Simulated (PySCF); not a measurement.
Method: TPSSh-D3(BJ)/def2-TZVP // CAM-B3LYP-D3(BJ)/def2-TZVP in PySCF. Isolated molecules, 0 K electronic values unless said otherwise. Excitations are Tamm–Dancoff values on a coarser integration grid. The basis has no diffuse functions, so Rydberg states are missing or too high.

Reference species (SMILES): `[CH2]=[GeH2]` (neutral, multiplicity 1).

```yaml
HOMO–LUMO gap: 4.36 eV
dipole_moment: 0.66 D
S1 oscillator strength: 0.351
brightest of the four lowest singlets (TDA): 5.65 eV
```

Changed species: `C=[SiH2]`.

Q: What does the change do to the HOMO–LUMO gap, dipole moment, S1 oscillator strength and brightest of the four lowest singlets (TDA)?

A: the HOMO–LUMO gap goes up by 0.16 eV, to 4.52 eV; the dipole moment stays essentially unchanged; the S1 oscillator strength stays essentially unchanged; the brightest of the four lowest singlets (TDA) increases by 0.03 eV, to 5.68 eV.
